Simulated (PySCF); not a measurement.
Al(H)(OH)(SH) (AlH₃OS), SMILES [SH][AlH][OH].

Geometry: TPSSh-D3(BJ)/def2-TZVP. Other conformers were not sampled.

Level of theory: TDA-LC-ωPBE/def2-SVPD (PySCF).

Vertical excitations. Gas-phase values at a fixed geometry. State labels are in the subgroup Cs.

Computed excitation energies, oscillator strengths and character:
| state | symmetry | energy (eV) | λ (nm) | f | main pairs |
|---|---|---|---|---|---|
| S1 | A" | 6.72 | 184 | 0.002 | HOMO→LUMO+2 25 %, HOMO→LUMO+3 23 %, HOMO→LUMO+4 21 %, HOMO→LUMO+9 9 % |
| S2 | A" | 6.86 | 181 | 0.060 | HOMO→LUMO 47 %, HOMO→LUMO+2 26 %, HOMO→LUMO+3 9 %, HOMO−1→LUMO+1 9 % |
| S3 | A' | 6.88 | 180 | 0.077 | HOMO→LUMO+1 85 % |
| S4 | A" | 7.13 | 174 | 0.043 | HOMO−1→LUMO+1 80 % |
| S5 | A' | 8.00 | 155 | 0.057 | HOMO−1→LUMO 34 %, HOMO−1→LUMO+2 21 %, HOMO−1→LUMO+3 11 %, HOMO−2→LUMO 10 % |
| S6 | A" | 8.09 | 153 | 0.038 | HOMO−3→LUMO 30 %, HOMO→LUMO+2 17 %, HOMO→LUMO 8 %, HOMO→LUMO+10 6 % |
| S7 | A' | 8.25 | 150 | 0.201 | HOMO−1→LUMO+2 45 %, HOMO−1→LUMO 27 %, HOMO−2→LUMO+2 9 % |
| S8 | A" | 8.33 | 149 | 0.005 | HOMO−2→LUMO+1 63 % |
| S9 | A" | 8.47 | 146 | 0.088 | HOMO−3→LUMO 36 %, HOMO−2→LUMO+1 16 %, HOMO→LUMO+10 10 %, HOMO→LUMO 7 % |
| S10 | A' | 8.63 | 144 | 0.164 | HOMO−2→LUMO 30 %, HOMO−1→LUMO+3 14 %, HOMO−1→LUMO+4 10 %, HOMO−3→LUMO+1 9 % |
| T1 | A' | 5.96 | 208 | 0 | HOMO→LUMO+1 86 % |
| T2 | A" | 6.16 | 201 | 0 | HOMO→LUMO+2 26 %, HOMO→LUMO+4 22 %, HOMO→LUMO+3 16 %, HOMO→LUMO+9 12 % |
| T3 | A" | 6.36 | 195 | 0 | HOMO−1→LUMO+1 42 %, HOMO→LUMO+2 20 %, HOMO→LUMO 20 % |
| T4 | A" | 6.48 | 191 | 0 | HOMO−1→LUMO+1 33 %, HOMO→LUMO 25 %, HOMO→LUMO+3 10 %, HOMO→LUMO+2 8 % |
Triplets are in the Tamm–Dancoff approximation.
